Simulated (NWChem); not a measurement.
System: Te cation, quartet

NWChem input:

```
start job
memory heap 200 mb stack 900 mb global 1100 mb
charge 1
geometry units angstroms noautoz
  Te     0.000000     0.000000     0.000000
end
basis spherical
  Te library def2-svp
end
ecp
  Te library def2-ecp
end
dft
  odft
  mult 4
  xc b3lyp
  iterations 150
  mulliken
end
task dft gradient
```

NWChem printed, in part:

```
             Northwest Computational Chemistry Package (NWChem) 7.3.0
             --------------------------------------------------------

                             Geometry "geometry" -> ""
                             -------------------------

 Output coordinates in angstroms (scale by  1.889725989 to convert to a.u.)

  No.       Tag          Charge          X              Y              Z
 ---- ---------------- ---------- -------------- -------------- --------------
    1 Te                  52.0000     0.00000000     0.00000000     0.00000000

 Effective nuclear repulsion energy (a.u.)       0.0000000000

                                 NWChem DFT Module
                                 -----------------

 Summary of "ao basis" -> "ao basis" (spherical)
 ------------------------------------------------------------------------------
       Tag                 Description            Shells   Functions and Types
 ---------------- ------------------------------  ------  ---------------------
 Te                         def2-svp                10       26   4s4p2d

            General Information
            -------------------
          SCF calculation type: DFT
          Wavefunction type:  spin polarized.
          No. of atoms     :     1
          No. of electrons :    23
           Alpha electrons :    13
            Beta electrons :    10
          Charge           :     1
          Spin multiplicity:     4
          Use of symmetry is: off; symmetry adaption is: off
          Maximum number of iterations: 150
          AO basis - number of functions:    26
                     number of shells:    10
          Convergence on energy requested:  1.00D-06
          Convergence on density requested:  1.00D-05
          Convergence on gradient requested:  5.00D-04

              XC Information
              --------------
                         B3LYP Method XC Potential
                     Hartree-Fock (Exact) Exchange  0.200
                        Slater Exchange Functional  0.800 local
                    Becke 1988 Exchange Functional  0.720 non-local
              Lee-Yang-Parr Correlation Functional  0.810
                  VWN I RPA Correlation Functional  0.190 local

             Grid Information
             ----------------
          Grid used for XC integration:  medium
          Radial quadrature: Mura-Knowles
          Angular quadrature: Lebedev.
          Tag              B.-S. Rad. Rad. Pts. Rad. Cut. Ang. Pts.
          ---              ---------- --------- --------- ---------
          Te                  1.40      123           5.0       590
          Grid pruning is: on
          Number of quadrature shells:   123
          Spatial weights used:  Erf1

      Superposition of Atomic Density Guess
      -------------------------------------

 Sum of atomic energies:        -311.22371841

 Renormalizing density from      24.00 to     23

      Non-variational initial energy
      ------------------------------

 Total energy =    -263.623311
 1-e energy   =    -447.247158
 2-e energy   =     183.623847
 HOMO         =      -0.646453
 LUMO         =      -0.646453

     ---------------------------------------------
      Total Density - Mulliken Population Analysis
     ---------------------------------------------

    Atom       Charge   Shell Charges
 -----------   ------   -------------------------------------------------------
    1 Te  24    23.00   1.77  0.29  1.59  0.35  2.87  3.19  1.93  1.00  9.96  0.04

     --------------------------------------------
      Spin Density - Mulliken Population Analysis
     --------------------------------------------

    Atom       Charge   Shell Charges
 -----------   ------   -------------------------------------------------------
    1 Te  24     3.00   0.00  0.00  0.00  0.00 -0.11  0.13  1.98  1.00  0.00  0.00

   convergence    iter        energy       DeltaE   RMS-Dens  Diis-err
 ---------------- ----- ----------------- --------- --------- ---------
 d= 0,ls=0.0,diis     1   -267.6970826100 -2.68D+02  1.47D-02  2.22D-01
                                                     1.16D-02  1.94D-01
 d= 0,ls=0.0,diis     2   -267.7327388236 -3.57D-02  6.45D-03  2.80D-02
                                                     5.67D-03  2.39D-02
 d= 0,ls=0.0,diis     3   -267.7392477442 -6.51D-03  5.71D-04  1.05D-04
                                                     5.20D-04  6.07D-05
 d= 0,ls=0.0,diis     4   -267.7392855405 -3.78D-05  1.07D-05  7.16D-08
                                                     1.04D-05  1.13D-07
 d= 0,ls=0.0,diis     5   -267.7392855604 -2.00D-08  4.40D-07  1.71D-11
                                                     3.88D-07  4.76D-11

         Total DFT energy =     -267.739285560425
      One electron energy =     -459.177963553248
           Coulomb energy =      212.040397935922
    Exchange-Corr. energy =      -20.601719943100
 Nuclear repulsion energy =        0.000000000000

 Numeric. integr. density =       23.000000100488

                    DFT Final Alpha Molecular Orbital Analysis
                    ------------------------------------------

 Vector   11  Occ=1.000000D+00  E=-5.660078D-01
              MO Center=  1.5D-15,  4.6D-15,  1.6D-14, r^2= 2.0D+00
   Bfn.  Coefficient  Atom+Function         Bfn.  Coefficient  Atom+Function
  ----- ------------  ---------------      ----- ------------  ---------------
    13      0.739996  1 Te pz                16      0.423955  1 Te pz
    10     -0.263405  1 Te pz                 7     -0.206323  1 Te pz
    12      0.044461  1 Te py                11      0.035630  1 Te px
    15      0.025472  1 Te py

 Vector   12  Occ=1.000000D+00  E=-5.660078D-01
              MO Center=  4.2D-15, -9.6D-17, -2.5D-14, r^2= 2.0D+00
   Bfn.  Coefficient  Atom+Function         Bfn.  Coefficient  Atom+Function
  ----- ------------  ---------------      ----- ------------  ---------------
    12      0.603749  1 Te py                11     -0.431379  1 Te px
    15      0.345896  1 Te py                14     -0.247144  1 Te px
     9     -0.214907  1 Te py                 6     -0.168335  1 Te py
     8      0.153552  1 Te px                 5      0.120276  1 Te px

 Vector   13  Occ=1.000000D+00  E=-5.660078D-01
              MO Center= -6.2D-14, -2.3D-13, -4.4D-13, r^2= 2.0D+00
   Bfn.  Coefficient  Atom+Function         Bfn.  Coefficient  Atom+Function
  ----- ------------  ---------------      ----- ------------  ---------------
    11      0.602896  1 Te px                12      0.429362  1 Te py
    14      0.345408  1 Te px                15      0.245988  1 Te py
     8     -0.214604  1 Te px                 5     -0.168097  1 Te px
     9     -0.152834  1 Te py                 6     -0.119713  1 Te py
    13     -0.054826  1 Te pz                16     -0.031411  1 Te pz

 Vector   14  Occ=0.000000D+00  E=-5.719203D-02
              MO Center=  3.9D-14,  3.5D-14, -1.2D-13, r^2= 3.8D+00
   Bfn.  Coefficient  Atom+Function         Bfn.  Coefficient  Atom+Function
  ----- ------------  ---------------      ----- ------------  ---------------
     3      2.268949  1 Te s                  4     -2.073290  1 Te s
     2     -0.402695  1 Te s                  1     -0.306122  1 Te s

 Vector   15  Occ=0.000000D+00  E= 2.629535D-02
              MO Center= -2.7D-15,  7.7D-15,  4.1D-16, r^2= 2.0D+00
   Bfn.  Coefficient  Atom+Function         Bfn.  Coefficient  Atom+Function
  ----- ------------  ---------------      ----- ------------  ---------------
    26      0.718159  1 Te d  2              25     -0.488362  1 Te d  1
    24      0.479690  1 Te d  0              22      0.359365  1 Te d -2
    21     -0.266242  1 Te d  2              20      0.181050  1 Te d  1
    19     -0.177835  1 Te d  0              17     -0.133227  1 Te d -2
    23      0.041668  1 Te d -1

 Vector   16  Occ=0.000000D+00  E= 2.629535D-02
              MO Center= -3.0D-14, -4.8D-15,  1.5D-14, r^2= 2.0D+00
   Bfn.  Coefficient  Atom+Function         Bfn.  Coefficient  Atom+Function
  ----- ------------  ---------------      ----- ------------  ---------------
    24      0.912244  1 Te d  0              26     -0.503711  1 Te d  2
    19     -0.338195  1 Te d  0              21      0.186740  1 Te d  2
    22     -0.168056  1 Te d -2              17      0.062303  1 Te d -2
    25      0.032184  1 Te d  1

                     DFT Final Beta Molecular Orbital Analysis
                     -----------------------------------------

 Vector    8  Occ=1.000000D+00  E=-1.930456D+00
              MO Center=  2.8D-15,  2.5D-15, -4.4D-15, r^2= 3.0D-01
   Bfn.  Coefficient  Atom+Function         Bfn.  Coefficient  Atom+Function
  ----- ------------  ---------------      ----- ------------  ---------------
    17      0.691521  1 Te d -2              21     -0.505109  1 Te d  2
    18      0.315192  1 Te d -1              20     -0.277982  1 Te d  1
    19     -0.247199  1 Te d  0              22      0.029757  1 Te d -2

 Vector    9  Occ=1.000000D+00  E=-1.930456D+00
              MO Center= -3.5D-16,  2.5D-16,  6.3D-16, r^2= 3.0D-01
   Bfn.  Coefficient  Atom+Function         Bfn.  Coefficient  Atom+Function
  ----- ------------  ---------------      ----- ------------  ---------------
    20      0.827583  1 Te d  1              18      0.528643  1 Te d -1
    19     -0.053592  1 Te d  0              21     -0.050742  1 Te d  2
    17      0.035503  1 Te d -2              25      0.035612  1 Te d  1

 Vector   10  Occ=1.000000D+00  E=-8.543192D-01
              MO Center=  1.3D-14,  7.8D-15, -3.2D-14, r^2= 1.3D+00
   Bfn.  Coefficient  Atom+Function         Bfn.  Coefficient  Atom+Function
  ----- ------------  ---------------      ----- ------------  ---------------
     3      1.007116  1 Te s                  1     -0.384870  1 Te s
     2     -0.383467  1 Te s                  4      0.250488  1 Te s

 Vector   11  Occ=0.000000D+00  E=-4.336114D-01
              MO Center=  1.1D-14, -1.1D-14,  1.3D-16, r^2= 2.1D+00
   Bfn.  Coefficient  Atom+Function         Bfn.  Coefficient  Atom+Function
  ----- ------------  ---------------      ----- ------------  ---------------
    13      0.589962  1 Te pz                16      0.446371  1 Te pz
    12     -0.299325  1 Te py                15     -0.226472  1 Te py
    10     -0.221417  1 Te pz                 7     -0.171974  1 Te pz
     9      0.112339  1 Te py                 6      0.087253  1 Te py
    11     -0.029909  1 Te px

 Vector   12  Occ=0.000000D+00  E=-4.336114D-01
              MO Center= -1.4D-15,  1.2D-14, -1.5D-14, r^2= 2.1D+00
   Bfn.  Coefficient  Atom+Function         Bfn.  Coefficient  Atom+Function
  ----- ------------  ---------------      ----- ------------  ---------------
    11      0.544137  1 Te px                14      0.411699  1 Te px
    12     -0.347010  1 Te py                15     -0.262551  1 Te py
     8     -0.204218  1 Te px                 5     -0.158616  1 Te px
    13     -0.148474  1 Te pz                 9      0.130235  1 Te py
    16     -0.112337  1 Te pz                 6      0.101153  1 Te py

 Vector   13  Occ=0.000000D+00  E=-4.336114D-01
              MO Center=  1.7D-15,  3.3D-15, -2.1D-14, r^2= 2.1D+00
   Bfn.  Coefficient  Atom+Function         Bfn.  Coefficient  Atom+Function
  ----- ------------  ---------------      ----- ------------  ---------------
    12      0.478052  1 Te py                11      0.376252  1 Te px
    15      0.361699  1 Te py                14      0.284676  1 Te px
    13      0.261621  1 Te pz                16      0.197945  1 Te pz
     9     -0.179416  1 Te py                 8     -0.141210  1 Te px
     6     -0.139352  1 Te py                 5     -0.109678  1 Te px

     ---------------------------------------------
      Total Density - Mulliken Population Analysis
     ---------------------------------------------

    Atom       Charge   Shell Charges
 -----------   ------   -------------------------------------------------------
    1 Te  24    23.00   1.77  0.28  1.53  0.42  2.90  3.13  1.86  1.11  9.83  0.17

     --------------------------------------------
      Spin Density - Mulliken Population Analysis
     --------------------------------------------

    Atom       Charge   Shell Charges
 -----------   ------   -------------------------------------------------------
    1 Te  24     3.00  -0.00  0.00 -0.00  0.00 -0.10  0.13  1.87  1.11 -0.02  0.02

     -------------------------------------------
      Total Density - Lowdin Population Analysis
     -------------------------------------------

    Atom       Charge   Shell Charges
 -----------   ------   -------------------------------------------------------
    1 Te  24    23.00   1.24  0.76  1.20  0.80  2.74  3.15  1.83  1.29  9.57  0.43

     ------------------------------------------
      Spin Density - Lowdin Population Analysis
     ------------------------------------------

    Atom       Charge   Shell Charges
 -----------   ------   -------------------------------------------------------
    1 Te  24     3.00  -0.00 -0.00 -0.00  0.00 -0.00  0.18  1.54  1.28 -0.02  0.02

   alpha - beta orbital overlaps
   -----------------------------

   alpha      1      2      3      4      5      6      7      8      9     10
    beta      1      4      3      2      6      5      8      9      7     10
 overlap   1.000  0.997  0.993  0.995  0.896  0.755  0.914  0.954  0.816  1.000

   alpha     11     12     13     14     15     16     17     18     19     20
    beta     11     12     13     14     16     15     19     18     19     20
 overlap   0.858  0.898  0.849  1.000  0.796  0.664  0.627  0.772  0.602  0.950

   alpha     21     22     23     24     25     26
    beta     22     21     25     23     24     26
 overlap   0.897  0.908  0.986  0.736  0.750  1.000

     --------------------------
     Expectation value of S2:
     --------------------------
      <S2> =      3.7504 (Exact =     3.7500)

            General Information
            -------------------
          SCF calculation type: DFT
          Wavefunction type:  spin polarized.
          No. of atoms     :     1
          No. of electrons :    23
           Alpha electrons :    13
            Beta electrons :    10
          Charge           :     1
          Spin multiplicity:     4
          Use of symmetry is: off; symmetry adaption is: off
          Maximum number of iterations: 150
          AO basis - number of functions:    26
                     number of shells:    10
          Convergence on energy requested:  1.00D-06
          Convergence on density requested:  1.00D-05
          Convergence on gradient requested:  5.00D-04

              XC Information
              --------------
                         B3LYP Method XC Potential
                     Hartree-Fock (Exact) Exchange  0.200
                        Slater Exchange Functional  0.800 local
                    Becke 1988 Exchange Functional  0.720 non-local
              Lee-Yang-Parr Correlation Functional  0.810
                  VWN I RPA Correlation Functional  0.190 local

             Grid Information
             ----------------
          Grid used for XC integration:  medium
          Radial quadrature: Mura-Knowles
          Angular quadrature: Lebedev.
          Tag              B.-S. Rad. Rad. Pts. Rad. Cut. Ang. Pts.
          ---              ---------- --------- --------- ---------
          Te                  1.40      123           5.0       590
          Grid pruning is: on
          Number of quadrature shells:   123
          Spatial weights used:  Erf1

[...]

                         DFT ENERGY GRADIENTS

    atom               coordinates                        gradient
                 x          y          z           x          y          z
   1 Te      0.000000   0.000000   0.000000   -0.000000  -0.000000  -0.000000
```

Level: B3LYP/def2-SVP with def2 effective core potentials on Te, spin-unrestricted. No stability test was run on the SCF state. B3LYP is NWChem's, with the RPA form of VWN correlation. def2 effective core potentials on Te; no spin-orbit coupling.
